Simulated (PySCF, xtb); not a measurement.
**Ranking isomers of CH4SSn**

3 gas-phase structures of CH4SSn, found in a search over its isomers (lower ones may exist). Each was relaxed with GFN2-xTB:

A. a singlet given by its coordinates
B. a singlet given by its coordinates
C. `[CH3][SnH]=[S]`, a singlet

B (Å):

```yaml
atoms:
  - { symbol: C, position_ang: [-1.8669, -0.2129, -1.3890] }
  - { symbol: S, position_ang: [-1.5093, -2.5295, -3.9522] }
  - { symbol: Sn, position_ang: [-2.9654, -0.6710, -3.3203] }
  - { symbol: H, position_ang: [-1.8640, -1.0743, -0.7176] }
  - { symbol: H, position_ang: [-2.3110, 0.6216, -0.8456] }
  - { symbol: H, position_ang: [-0.8249, 0.0460, -1.5864] }
  - { symbol: H, position_ang: [-0.7247, -2.5412, -2.8902] }
```

Close contacts (Å): C1–Sn3 2.27, S2–Sn3 2.44, C1–H4 1.09, C1–H5 1.09, C1–H6 1.09, S2–H7 1.32.

A (Å):

```yaml
atoms:
  - { symbol: C, position_ang: [-1.9067, -0.0944, -1.5863] }
  - { symbol: S, position_ang: [-0.3111, -0.8417, -2.0861] }
  - { symbol: Sn, position_ang: [-0.6642, -2.8790, -3.3439] }
  - { symbol: H, position_ang: [-1.8320, 0.1353, -0.5295] }
  - { symbol: H, position_ang: [-2.7181, -0.7872, -1.7741] }
  - { symbol: H, position_ang: [-2.0376, 0.8166, -2.1588] }
  - { symbol: H, position_ang: [-2.4967, -2.7770, -3.2268] }
```

Close contacts (Å): C1–S2 1.83, S2–Sn3 2.42, C1–H4 1.08, C1–H5 1.08, C1–H6 1.08, Sn3–H7 1.84.

Task: Which do you expect lowest at r2SCAN-D4/def2-SVP, and how would the others follow?

Result: Calculated order at r2SCAN-D4/def2-SVP: B (0.0), A (39.0), C (92.1) kJ/mol.

Energies above the lowest of each column, in kJ/mol; the last columns are at BLYP-D3(BJ)/def2-SVP geometries:

| structure | GFN2-xTB | HF/STO-3G | r2SCAN-D4/def2-SVP | BLYP-D3(BJ)/def2-SVP | CCSD(T)/def2-SVP + ΔMP2/def2-TZVPP |
| --- | --- | --- | --- | --- | --- |
| B | 5.0 | 0.0 | 0.0 | 0.0 | 0.0 |
| A | 0.0 | 55.3 | 39.0 | 36.5 | 47.3 |
| C | 139.0 | 81.7 | 92.1 | 105.3 | 91.1 |

CCSD(T)/def2-SVP + ΔMP2/def2-TZVPP puts B lowest; GFN2-xTB picks A. Large T1 diagnostics make some coupled-cluster values less sure. Atoms past krypton carry core potentials in the def2 sets, without spin–orbit terms. ΔMP2 is the change of the MP2 energy from the smaller to the larger basis.

Programs: PySCF 2.14.0, xtb 6.7.1.
